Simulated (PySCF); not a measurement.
Predicted microwave data (PBE0/def2-SVPD in PySCF (dipole) on a GFN2-xTB geometry, gas phase) for one isomer of C5H7FOS:

* Rotational constants: A = 3554, B = 1043, C = 898.2 MHz
* Dipole components: |μa| = 0.45 D, |μb| = 0.07 D, |μc| = 1.00 D
* Inertial defect: -64.21 u·Å²
* κ: -0.89

Question: Which structure is it? (One computed conformer of each.)
A. `[CH3:1][O:2][CH2:3][S:4][C:5]1=[C:6]([F:7])[CH2:8]1` with C1–O2–C3–S4 -70°, O2–C3–S4–C5 -64°, C3–S4–C5–C6 -7°
B. `[CH3:1][C:2]1=[CH:3][CH2:4][C@@H:5]([F:6])[S@@:7]1=[O:8]` with C2–C3–C4–C5 -12°, C3–C4–C5–F6 -97°, C4–C5–S7–O8 88°, C1–C2–S7–C5 -171°
C. `[CH3:1][CH2:2][C:3](=[O:4])[C@@H:5]1[S:6][C@H:7]1[F:8]` with C1–C2–C3–O4 -2°, C2–C3–C5–S6 -113°
D. `[O:1]=[S@@:2]1[CH2:3][CH2:4][CH2:5][CH:6]=[C:7]1[F:8]` with O1–S2–C3–C4 -51°, S2–C3–C4–C5 -77°, C3–C4–C5–C6 49°, C4–C5–C6–C7 -10°
E. `[CH2:1]=[CH:2][O:3][C:4](=[CH2:5])[S:6][CH2:7][F:8]` with C1–C2–O3–C4 -17°, C2–O3–C4–C5 136°, O3–C4–S6–C7 -137°, C4–S6–C7–F8 -83°
F. `[O:1]=[S@@:2]1[CH:3]=[CH:4][CH2:5][CH2:6][C@H:7]1[F:8]` with O1–S2–C3–C4 -87°, C3–C4–C5–C6 13°, C4–C5–C6–C7 -52°, C5–C6–C7–F8 -47°

Answer: E. It is C=COC(=C)SCF, an asymmetric top, point group C1. The candidates at the same level (rigid rotor, commonest isotopes):

```tsv
SMILES	A (MHz)	B (MHz)	C (MHz)	μa (D)	μb (D)	μc (D)	Δ (u·Å²)	point group	rotor
CC1=CC[C@@H](F)[S@@]1=O	2415	1645	1255	0.01	3.56	0.04	-113.88	C1	asymmetric top
O=[S@@]1CCCC=C1F	2205	1941	1222	3.37	2.30	2.22	-76.06	C1	asymmetric top
COCSC1=C(F)C1	2453	1154	919.5	1.77	0.50	0.20	-94.27	C1	asymmetric top
C=COC(=C)SCF	3554	1043	898.2	0.45	0.07	1.00	-64.21	C1	asymmetric top
O=[S@@]1C=CCC[C@H]1F	2366	1792	1455	3.20	0.62	0.37	-148.26	C1	asymmetric top
CCC(=O)[C@@H]1S[C@H]1F	3646	906.6	852.9	1.65	0.11	2.11	-103.49	C1	near-prolate asymmetric top
```

`CC1=CC[C@@H](F)[S@@]1=O` has B 58 % too high; `O=[S@@]1C=CCC[C@H]1F` has B 72 % too high; `CCC(=O)[C@@H]1S[C@H]1F` has B 13 % too low; `COCSC1=C(F)C1` has A 31 % too low; `O=[S@@]1CCCC=C1F` has B 86 % too high. No structure here is proved a minimum.
